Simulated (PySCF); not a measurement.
Fractional electron number in In⁺ (indium, charge +1)

The 5s beta orbital of [Kr] 4d10 5s2 is emptied in steps (occupation f), with all orbitals relaxed, ending at [Kr] 4d10 5s1. Computed with PySCF 2.14 in x2c-TZVPall, with scalar relativity by spin-free X2C-1e. The exact energy is a straight line in f; departures are measured from the line between the end points of the same method.

```tsv
f	UHF (eV)	LDA (eV)	PBE (eV)	PBE0 (eV)	r2SCAN (eV)	LC-wPBE (eV)	BHandHLYP (eV)	wB97X (eV)	HSE06 (eV)	BLYP (eV)
1	0.000	0.000	0.000	0.000	0.000	0.000	0.000	0.000	0.000	0.000
0.8	0.042	-0.661	-0.653	-0.473	-0.575	-0.044	-0.323	-0.126	-0.530	-0.670
0.6	0.062	-0.994	-0.984	-0.711	-0.862	-0.068	-0.489	-0.185	-0.797	-1.010
0.4	0.060	-0.995	-0.988	-0.713	-0.857	-0.072	-0.493	-0.176	-0.800	-1.016
0.2	0.039	-0.664	-0.661	-0.476	-0.570	-0.052	-0.333	-0.104	-0.535	-0.681
0	0.000	0.000	0.000	0.000	0.000	0.000	0.000	0.000	0.000	0.000
```

```
   method  E(f=0) − E(f=1) (eV)  −ε at f=1 (eV)  −ε at f=0.4 (eV)
      UHF                17.035          17.309            16.976
      LDA                19.414          15.293            20.239
      PBE                18.981          14.917            19.785
     PBE0                18.678          15.733            19.264
   r2SCAN                18.704          15.106            19.435
  LC-wPBE                18.432          18.156            18.464
BHandHLYP                18.565          16.559            18.949
    wB97X                18.833          18.043            19.041
    HSE06                18.725          15.409            19.373
     BLYP                19.108          14.940            19.926
```

Orbital energy along the path (eV):

```csv
f,UHF,LDA,PBE,PBE0,r2SCAN,LC-wPBE,BHandHLYP,wB97X,HSE06,BLYP
1,-17.309,-15.293,-14.917,-15.733,-15.106,-18.156,-16.559,-18.043,-15.409,-14.940
0.8,-17.187,-16.927,-16.517,-16.899,-16.546,-18.264,-17.342,-18.369,-16.732,-16.578
0.6,-17.077,-18.577,-18.139,-18.075,-18.006,-18.361,-18.137,-18.707,-18.049,-18.240
0.4,-16.976,-20.239,-19.785,-19.264,-19.435,-18.464,-18.949,-19.041,-19.373,-19.926
0.2,-16.884,-21.902,-21.453,-20.463,-20.847,-18.604,-19.790,-19.332,-20.725,-21.641
0,-16.799,-23.560,-23.106,-21.632,-22.242,-18.779,-20.680,-19.188,-22.056,-23.391
```

As f goes to zero the orbital energy of a semilocal functional can turn back, because the density of that orbital vanishes from the exchange-correlation potential.

Reference removal energy between the ground levels: 18.870 eV (measured; NIST Atomic Spectra Database, ionization energies). UHF lacks correlation.
